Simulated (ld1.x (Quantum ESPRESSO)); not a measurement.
## Ni (Z = 28): excitation energies, all-electron against RRKJ

| Property | Result |
| --- | --- |
| Element | Ni |
| Generator | ld1.x (Quantum ESPRESSO) 7.5 |
| Type | norm-conserving RRKJ (Kleinman–Bylander form) |
| Functional | PBE |
| Relativity | scalar-relativistic |
| Frozen core | [Ar] |
| Valence charge | 10 |
| Reference configuration | 3d8 4s2 4p0 |
| Partial waves | 4p (bound, empty): rc 3.30 bohr; 3d (bound): rc 1.35 bohr; 4f channel at 0.1 Ry: rc 2.50 bohr; 4s (bound): rc 2.10 bohr |
| Local potential | the s channel |
| Core correction | Bessel-smoothed model core inside 0.75 bohr |

Energies are relative to the spin-unpolarised reference configuration 3d8 4s2 4p0; without spin polarisation the order of configurations can differ from experiment.

```json
{"valence configuration": "3d8 4s1 4p0", "charge": "+1", "ΔE all-electron (eV)": "9.322", "error AE − PS (meV)": "-6.5"}
{"valence configuration": "3d8 4s0 4p0", "charge": "+2", "ΔE all-electron (eV)": "26.673", "error AE − PS (meV)": "-40"}
{"valence configuration": "3d7 4s0 4p0", "charge": "+3", "ΔE all-electron (eV)": "64.140", "error AE − PS (meV)": "-414"}
{"valence configuration": "3d8 4s0 4p1", "charge": "+1", "ΔE all-electron (eV)": "15.007", "error AE − PS (meV)": "-17"}
{"valence configuration": "3d8.5 4s1.5 4p0", "charge": "0", "ΔE all-electron (eV)": "-1.183", "error AE − PS (meV)": "-69"}
{"valence configuration": "3d8 4s1 4p1", "charge": "0", "ΔE all-electron (eV)": "4.596", "error AE − PS (meV)": "-2.8"}
```

Task: What are ΔE and the potential's error for 3d9 4s1 4p0?

Result: ΔE = -1.595 eV all-electron; the error (AE − PS) is -237 meV.
